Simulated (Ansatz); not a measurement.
Ansatz (an electronic-structure program) input (B3LYP-D3(BJ)/def2-TZVP):

Ansatz 0.2 input:
```yaml
crystal:
  periodic: [false, false, false]
  atoms:
    - {symbol: C, position_ang: [-0.87896767, -0.92012492, 0.05424634]}
    - {symbol: C, position_ang: [-1.02496427, 0.47672819, -0.34302234]}
    - {symbol: C, position_ang: [0.22836869, -0.01333572, 0.36386244]}
    - {symbol: N, position_ang: [1.42804633, -0.06583944, -0.42915596]}
    - {symbol: H, position_ang: [-1.47620132, -1.55775572, 0.66900548]}
    - {symbol: H, position_ang: [-1.73473400, 1.12326381, 0.16343547]}
    - {symbol: H, position_ang: [-0.89349049, 0.71768575, -1.38937044]}
    - {symbol: H, position_ang: [0.36601062, 0.26182163, 1.42002809]}
    - {symbol: H, position_ang: [1.91968492, 0.82110650, -0.39821868]}
    - {symbol: H, position_ang: [2.05304012, -0.78906638, -0.08896757]}
basis:
  gaussian:
    orbitals: def2-TZVP
hamiltonian:
  xc: b3lyp
  dispersion: d3bj
magnetization: {spin_polarized: true, initial_magnetization: 1}
relax: {f_tol: 0.002, max_steps: 150}
```

End of the output:

```
reference -4697.55995021 eV, -172.6321440497 hartree; 16, 15 occupied and 144, 145 virtual orbitals, 959 factors
relax step   4: F+E_penalty+E_count = -4697.83814289 eV  Δ(F+E_penalty+E_count) = -2.776e-4 eV  max|allowed force component| = 4.520e-2 eV/Å  Δτ_max = 0.0167 Å  (33 SCF iters, accepted)
these checks for a lower state are left out or cut short: starts, cluster_reference, orbital_swaps, neighbouring_geometries, increment
integrals: 0.06 GiB planned
959 factors; their error is unknown
mean field: 0.80 GiB planned
mean field -4697.56037472 eV, -172.6321596500 hartree, gradient 1.9e-5 eV, S^2 0.753459; 0 other end points of the search recorded, 0 dependent functions left out
the calculation of the forces begins
reference -4697.56062026 eV, -172.6321686735 hartree; 16, 15 occupied and 144, 145 virtual orbitals, 959 factors
relax step   5: F+E_penalty+E_count = -4697.83874184 eV  Δ(F+E_penalty+E_count) = -5.989e-4 eV  max|allowed force component| = 2.473e-2 eV/Å  Δτ_max = 0.0220 Å  (34 SCF iters, accepted)
these checks for a lower state are left out or cut short: starts, cluster_reference, orbital_swaps, neighbouring_geometries, increment
integrals: 0.06 GiB planned
959 factors; their error is unknown
mean field: 0.80 GiB planned
mean field -4697.56043875 eV, -172.6321620033 hartree, gradient 1.8e-5 eV, S^2 0.753468; 0 other end points of the search recorded, 0 dependent functions left out
the calculation of the forces begins
reference -4697.56068429 eV, -172.6321710266 hartree; 16, 15 occupied and 144, 145 virtual orbitals, 959 factors
relax step   6: F+E_penalty+E_count = -4697.83879190 eV  Δ(F+E_penalty+E_count) = -5.006e-5 eV  max|allowed force component| = 4.069e-3 eV/Å  Δτ_max = 0.0041 Å  (35 SCF iters, accepted)
these checks for a lower state are left out or cut short: starts, cluster_reference, orbital_swaps, neighbouring_geometries, increment
integrals: 0.06 GiB planned
959 factors; their error is unknown
mean field: 0.80 GiB planned
mean field -4697.56045200 eV, -172.6321624900 hartree, gradient 1.8e-5 eV, S^2 0.753469; 0 other end points of the search recorded, 0 dependent functions left out
the calculation of the forces begins
reference -4697.56069753 eV, -172.6321715132 hartree; 16, 15 occupied and 144, 145 virtual orbitals, 959 factors
relax step   7: F+E_penalty+E_count = -4697.83879635 eV  Δ(F+E_penalty+E_count) = -4.452e-6 eV  max|allowed force component| = 1.870e-3 eV/Å  Δτ_max = 0.0015 Å  (35 SCF iters, accepted)
integrals: 0.06 GiB planned
959 factors; their error is unknown
mean field: 0.80 GiB planned
mean field evaluation 64: about -4697.5599 eV, gradient 4.3e-1 eV
mean field -4697.56045200 eV, -172.6321624900 hartree, gradient 1.8e-5 eV, S^2 0.753469; 1 other end points of the search recorded, 0 dependent functions left out
the calculation of the forces begins
reference -4697.56069753 eV, -172.6321715132 hartree; 16, 15 occupied and 144, 145 virtual orbitals, 959 factors
Total energy: -4697.83904189 eV, -172.6424004796 hartree
Atom 0 at    -0.860200    -0.911953     0.061851 Å, force    -0.000994     0.000287     0.001367 eV/Å
Atom 1 at    -1.039174     0.478884    -0.347993 Å, force     0.000931    -0.000781    -0.001870 eV/Å
Atom 2 at     0.231744     0.016073     0.368386 Å, force     0.000323     0.001207     0.001005 eV/Å
Atom 3 at     1.431674    -0.057077    -0.430396 Å, force    -0.000109    -0.000232    -0.000539 eV/Å
Atom 4 at    -1.445156    -1.585178     0.668125 Å, force     0.000361    -0.000549    -0.000430 eV/Å
Atom 5 at    -1.755472     1.106582     0.174181 Å, force     0.000351     0.000280     0.000505 eV/Å
Atom 6 at    -0.903332     0.723602    -1.396913 Å, force    -0.000618     0.000271    -0.000362 eV/Å
Atom 7 at     0.337137     0.317472     1.412568 Å, force    -0.000101    -0.000889     0.000093 eV/Å
Atom 8 at     1.972969     0.795784    -0.352771 Å, force     0.000155     0.000345     0.000020 eV/Å
Atom 9 at     2.016603    -0.829707    -0.135193 Å, force    -0.000298     0.000060     0.000212 eV/Å
Dipole moment:     0.102010     0.115350     0.307124 e Å
```

It need not be the lowest isomer of its formula.
